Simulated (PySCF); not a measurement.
**Spinor energies of Co⁺ (cobalt, charge +1)**

Start: [Ar] 3d8; 3d3/2 filled at m_j = -3/2, -1/2, +1/2, +3/2; 3d5/2 filled at m_j = -1/2, +1/2, +3/2, +5/2. Calculated with PySCF 2.14 in x2c-TZVPPall-2c (6s7p4d2f1g, 70 functions): generalised Hartree-Fock with the X2C-1e Hamiltonian and a Gaussian nucleus; one run each with spin-orbit coupling (SO) switched off, then screened by Boettger's factors.

| spinor shell | electrons | ε, spin-free (eV) | ε, screened SO (eV) | weight of nominal j (screened SO) | rms radius, screened SO (bohr) |
| --- | --- | --- | --- | --- | --- |
| 1s1/2 | 2 | -7779.3 | -7779.1 | 1.000 | 0.0649 |
| 2s1/2 | 2 | -967.00 | -966.95 | 1.000 | 0.276 |
| 2p1/2 | 2 | -824.75 | -835.26 | 0.998 | 0.247 |
| 2p3/2 | 4 | -824.75 | -819.56 | 0.999 | 0.250 |
| 3s1/2 | 2 | -128.02 | -128.00 | 1.000 | 0.837 |
| 3p1/2 | 2 | -85.165 | -88.620 | 0.772 | 0.893 |
| 3p3/2 | 4 | -85.165 | -83.434 | 0.886 | 0.903 |
| 3d3/2 | 4 | -19.907 | -19.825 | 0.689 | 1.27 |
| 3d5/2 | 4 | -19.907 | -19.989 | 0.735 | 1.27 |

| quantity | spin-free | screened SO |
| --- | --- | --- |
| E (hartree) | -1391.54758 | -1391.57637 |
| M_J | 4 | 4 |
| ⟨J²⟩ | 20.015 | 20.015 |
| ⟨L²⟩ | 12.008 | 12.014 |
| ⟨S²⟩ | 2.007 | 2.006 |

Each row is a mean over spinors that exchange with the open shell spreads, by up to 9.798 eV (3p3/2).

Rows whose weight is well below 1 are mixtures of j = l ± 1/2: exchange outweighs spin-orbit coupling there, and the label is only the starting occupation.

Without spin-orbit coupling the j labels of p, d and f shells carry no meaning; the spin-free column gives the mean over the occupied spinors of each nl shell.
